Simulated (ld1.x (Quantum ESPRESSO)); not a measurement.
## Before and after: TM potential for Fe

Fe, norm-conserving Troullier–Martins (Kleinman–Bylander form), made with ld1.x (Quantum ESPRESSO) 7.5 (Wu–Cohen, scalar-relativistic). Core [Ne] 3s2, reference 3p6 3d6 4s0 4p0 (charge +2). Waves: 4s (bound, empty): rc 1.80 bohr; 3d (bound): rc 1.75 bohr; 3p (bound): rc 1.40 bohr. Local part: the p channel. Core correction: none.

Change: reference 3p6 3d5 4s0 4p0.

Cutoffs: the cutoffs (Ry, on a coarse ladder) from which the occupation-weighted sum of valence levels, in a spherical-Bessel basis at the reference potential, stays within 10 and 1 mRy of its value at 400 Ry; they do not see the model core or the augmentation charge, which bear on the density cutoff. Errors are all-electron minus pseudo energies relative to the spin-unpolarised reference configuration.

Task: What does the change do?

Result: The potential gets neither clearly harder nor softer (90 Ry and 140 Ry → 90 Ry and 140 Ry); both files keep a bound ghost (s); the range in which the d phases agree narrows (upper end 0.7 → -0.4).

```csv
quantity,base,changed
"cutoff, loose",90 Ry,90 Ry
"cutoff, tight",140 Ry,140 Ry
loose cutoff by channel (10 mRy a level),"d 70 Ry, p 55 Ry","d 80 Ry, p 55 Ry"
bound ghosts,s,s
"largest error over its own tests, meV",+368,+158
s: phases at 1.96 bohr within 0.05 rad from the reference energy up to (Ry; the scan ends near 5),2.6,2.0
p: phases at 1.96 bohr within 0.05 rad from the reference energy up to (Ry; the scan ends near 5),to the end of the scan,to the end of the scan
d: phases at 1.96 bohr within 0.05 rad from the reference energy up to (Ry; the scan ends near 5),0.7,-0.4
```

 A true bound ghost makes a file unfit for plane-wave use even where its test errors are small: the radial tests pick states by their node count and pass the ghost by.
